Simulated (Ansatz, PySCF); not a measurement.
Spin states of H3O3Ta (SMILES [OH][Ta]([OH])[OH]), each relaxed with B3LYP-D3(BJ)/def2-TZVP.
State 1 (charge 0, multiplicity 1):
```xyz
7

Ta    -0.014    -0.011    -0.022
O     -1.517    -1.087    -0.313
H     -2.028    -1.880    -0.157
O      0.144     1.633    -0.902
H     -0.181     2.301    -1.503
O      1.329    -0.578     1.151
H      2.165    -0.454     1.597
```
State 2 (charge 0, multiplicity 3):
```xyz
7

Ta     0.0330    -0.1805    -0.0183
O     -1.5824    -1.1014    -0.4218
H     -2.2971    -1.7253    -0.3217
O      0.1580     1.3495    -1.2232
H     -0.1982     2.2172    -0.9965
O      1.6000    -0.1899     1.0614
H      2.1847    -0.4452     1.7708
```

Singlets are restricted, other states unrestricted; no spin–orbit coupling, no relativity up to Kr; see below for the cores. The largest T1 diagnostic is 0.023.

Correlated levels freeze the inner cores; with def2 sets outer-core shells near the valence are correlated too. CBS(a, b) extrapolates the correlation energy as X⁻³ and adds the Hartree–Fock energy of set b.

Run with Ansatz (a quantum-chemistry and plane-wave program); PySCF for the dispersion terms.  In def2 rows elements past Kr take small-core potentials, without spin–orbit coupling.

| level | energy of the multiplicity-3 state less that of the multiplicity-1 state (kcal/mol) |
|---|---|
| PBE-D4/def2-TZVPP | 13.87 |
| BLYP-D4/def2-TZVPP | 16.82 |
| r2SCAN/def2-TZVPP | 9.14 |
| r2SCAN-D3(BJ)/def2-TZVPP | 9.14 |
| B97M-V/def2-TZVPP | 14.59 |
| PBE0-D3(BJ)/def2-TZVPP | ? |
| CCSD/def2-TZVPP | 14.45 |
| CCSD(T)/def2-TZVPP | 16.99 |
| CCSD(T)/CBS(def2-SVP, def2-TZVPP) | 16.64 |

Task: Some entries are withheld; supply them.

Result: 
- PBE0-D3(BJ)/def2-TZVPP, energy of the multiplicity-3 state less that of the multiplicity-1 state (kcal/mol): 11.21

Doubts at one or more of the structures used: a restricted determinant that unrestricted orbitals would lower (CCSD/def2-TZVPP, CCSD(T)/def2-TZVPP, CCSD(T)/CBS(def2-SVP, def2-TZVPP)).
